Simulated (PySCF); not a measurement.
FO (SMILES [O]F), doublet, geometry from GFN2-xTB, with bond 1-2 at 1.8 times its length. Base run: PySCF with CASSCF(7,5)/6-31G*.

The PySCF input:
```python
from pyscf import gto, scf, mcscf
import numpy

mol = gto.Mole()
mol.atom = '''
    O     0.000000    0.000000   -1.725893
    F     0.000000    0.000000    0.610936
'''
mol.basis = '6-31g*'
mol.charge = 0
mol.spin = 1
mol.verbose = 3
mol.build()

mf = scf.ROHF(mol)
mf.kernel()
mc = mcscf.CASSCF(mf, 5, 7)
mc.fix_spin_(ss=0.75)
mc.kernel()
occ = numpy.linalg.eigvalsh(mc.fcisolver.make_rdm1(mc.ci, mc.ncas, mc.nelecas))[::-1]
ss = mc.fcisolver.spin_square(mc.ci, mc.ncas, mc.nelecas)[0]
print('natural occupations', occ.round(4), ' <S^2>', round(ss, 4))
```

The base run was repeated with changes; each row names its change, and settings that it needs were set with it.

```csv
change,ΔE vs base (mEh),natural occupations,<S^2> of the state,outcome
base,0.000,2.00 2.00 1.00 1.00 1.00,0.75,converged
"active space = 3 electrons, 5 orbitals",-0.084,1.00 1.00 1.00 0.00 0.00,0.75,converged
correction = SC-NEVPT2,-222.5,2.00 2.00 1.00 1.00 1.00,0.75,converged
state_average = 2 states,-4.281,-,-,converged
"active space = 7 electrons, 6 orbitals",-11.548,2.00 1.99 1.00 1.00 1.00 0.01,0.75,converged
orbitals = fixed (CASCI),37.293,2.00 2.00 1.00 1.00 1.00,0.75,converged
orbitals = fixed (CASCI); correction = SC-NEVPT2,-215.0,2.00 2.00 1.00 1.00 1.00,0.75,converged
"active space = 7 electrons, 9 orbitals",-66.633,1.99 1.98 1.23 1.00 0.77 0.02 0.01 0.01 0.01,0.75,converged
fix_spin_ = off,-5.380,2.00 2.00 1.22 1.00 0.78,0.75,converged
solver = newton,-,-,-,not converged
"active space = 5 electrons, 5 orbitals",-11.229,1.99 1.00 1.00 1.00 0.01,0.75,converged
```

Active orbitals are taken around the Fermi level unless the row says otherwise; CASSCF can end in different local minima, and two programs can end on different orbitals. State-averaged rows give the lowest state.

Open shells are given as the SCF converged; they aren't shown to be the lowest states, and a large step between rows can be another state.
